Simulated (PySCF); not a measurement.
**VH₂: from structure and modes to constants**

Computed with UPBE0/[V def2-TZVP, H def2-TZVP], no relativity, density fitting, PySCF.

The quartet minimum has D∞h symmetry. Masses (u): V 50.94396, H 1.00782.

```xyz
3
charge 0 multiplicity 4, angstrom
V     0.0000    0.0000    0.0000
H     0.0000    0.0000    1.7759
H     0.0000    0.0000   -1.7759
```

Harmonic wavenumbers (cm⁻¹): 359.4 (πu, ×2), 1425.8 (σu+, ×1), 1618.7 (σg+, ×1).

Q: Give the standard entropy (298.15 K, 1 bar) by its translational, rotational, vibrational and spin parts, and Cp.

A: Sackur–Tetrode with M = 52.96 u gives 158.4; rotation with symmetry number 2 gives 38.8; vibration 9.5; spin R ln 4 = 11.5. The total is 218.2 J/(mol K), and Cp = 7/2 R + 13.6 = 42.7 J/(mol K).

Q: Find the bond force constant k and the stretch–stretch coupling k′ of the valence force field.

A: For linear XMX, 4π²c²ω(σg)² = (k + k′)/mX and 4π²c²ω(σu)² = (k − k′)(1 + 2mX/mM)/mX. So k + k′ = 1.556 and k − k′ = 1.161 mdyn/Å, giving k = 1.359 and k′ = 0.197 mdyn/Å.

Other isomers or separated fragments may lie lower. With open d or f shells other occupations or spin states may lie lower.
